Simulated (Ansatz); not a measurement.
`C[CH](C)[Mg][F]` → `C[CH2][Mg][F]` + `[CH2]` (triplet) at 500 K and 1 bar (formal loss of a carbene).

Gas-phase electronic energies from Ansatz, PBE0-D4/def2-TZVP geometries. CBS: MP2 limit from def2 TZ/QZ plus the TZ coupled-cluster correction, frozen cores. This one scheme is used for every species. Triplets are unrestricted, without spin–orbit coupling. For Mg outer-core shells are correlated without core-valence functions, which leaves a few kJ/mol of doubt a bond. One conformer a species, not always the lowest.

| species | CCSD(T)/CBS energy (Eh) | H − E (kJ/mol) | S (J/(mol·K)) |
| --- | --- | --- | --- |
| `C[CH](C)[Mg][F]` | -418.11940 | 294.7 | 419.3 |
| `C[CH2][Mg][F]` | -378.86278 | 211.4 | 374.4 |
| `[CH2]` (triplet) | -39.09499 | 62.7 | 213.9 |

H − E and S are ideal-gas, rigid-rotor, harmonic terms from PBE0-D4/def2-TZVP, for one conformer and one mirror image of each species, with the whole ground term of open shells counted as degenerate. 1 Eh = 2625.50 kJ/mol, R = 8.31446 J/(mol·K).

Question: By hand: ΔE, ΔH, ΔS and ΔG.

Answer: ΔE = (-378.86278) + (-39.09499) − (-418.11940) = 0.16163 Eh = 424.4 kJ/mol. Δ(H − E) = 211.4 + 62.7 − 294.7 = -20.6, so ΔH = 403.8 kJ/mol. ΔS = 374.4 + 213.9 − 419.3 = 169.0 J/(mol·K). ΔG = 403.8 − 500 × (169.0)/1000 = 319.3 kJ/mol.

Question: By hand: the equilibrium constant, and the temperature at which ΔG would vanish if ΔH and ΔS stayed fixed.

Answer: log₁₀ K = −ΔG/(RT ln 10) = -33.4. ΔG = 0 at ΔH/ΔS = 2389 K.

The number of gas molecules changes by +1, which sets the sign of ΔS. A doubt of 5 kJ/mol in ΔE shifts log₁₀ K by 0.5 here. Other conformers and mirror images would add mixing entropy, several J/(mol·K) or more a flexible species. A triplet takes part, so the spin changes. These are equilibria of isolated gas molecules and say nothing of rates. Largest T1 diagnostic: 0.011 (customary marks: 0.02 for closed shells, 0.045 for open ones).
